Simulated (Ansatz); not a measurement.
C4H10BO2 (SMILES CCO[B]OCC), doublet, geometry from GFN2-xTB; B3LYP/aug-pcseg-1 (Ansatz, a first-principles code).

Input for Ansatz:
Ansatz 0.2 input:
```yaml
crystal:
  periodic: [false, false, false]
  atoms:
    - {symbol: C, position_ang: [3.04296540, 0.20887292, -0.76806402]}
    - {symbol: C, position_ang: [2.32488146, -0.74345155, 0.18354317]}
    - {symbol: O, position_ang: [1.10318008, -0.22089806, 0.63819686]}
    - {symbol: B, position_ang: [-0.00591694, -0.03338243, -0.12408830]}
    - {symbol: O, position_ang: [-1.04715054, 0.53700799, 0.53683855]}
    - {symbol: C, position_ang: [-2.31650449, 0.79071310, -0.00786379]}
    - {symbol: C, position_ang: [-3.09326222, -0.49263975, -0.28674651]}
    - {symbol: H, position_ang: [2.43096631, 0.37610065, -1.65201674]}
    - {symbol: H, position_ang: [3.21355285, 1.16465728, -0.27929264]}
    - {symbol: H, position_ang: [3.99829720, -0.21333328, -1.06775435]}
    - {symbol: H, position_ang: [2.93689489, -0.91344580, 1.07635483]}
    - {symbol: H, position_ang: [2.16129589, -1.70981034, -0.31493109]}
    - {symbol: H, position_ang: [-2.85075642, 1.39942565, 0.73011658]}
    - {symbol: H, position_ang: [-2.22091732, 1.37343548, -0.93543259]}
    - {symbol: H, position_ang: [-2.55830446, -1.09452267, -1.01848251]}
    - {symbol: H, position_ang: [-3.19693515, -1.07090277, 0.62779440]}
    - {symbol: H, position_ang: [-4.08122629, -0.25453973, -0.67141078]}
basis:
  gaussian:
    orbitals: aug-pcseg-1.json
hamiltonian:
  xc: b3lyp
magnetization: {spin_polarized: true, initial_magnetization: 1}
```
The basis file holds aug-pcseg-1 in the JSON format of the Basis Set Exchange.

Output, abridged:

```
Functional definition: B3LYP
2039 factors; their error is unknown
mean field evaluation 1: about -9062.9792 eV, gradient 6.4e1 eV
mean field evaluation 2: about -9042.4542 eV, gradient 9.4e1 eV
mean field evaluation 4: about -9080.9038 eV, gradient 5.0e0 eV
mean field evaluation 8: about -9081.0103 eV, gradient 7.1e-2 eV
mean field evaluation 16: about -9080.9615 eV, gradient 2.8e-4 eV
mean field -9080.96146805 eV, -333.7191786539 hartree, gradient 3.0e-5 eV, S^2 0.751946; 0 other end points of the search recorded, 0 dependent functions left out
reference -9080.96193436 eV, -333.7191957906 hartree; 28, 27 occupied and 223, 224 virtual orbitals, 2039 factors
Total energy: -9080.96193436 eV, -333.7191957906 hartree
```
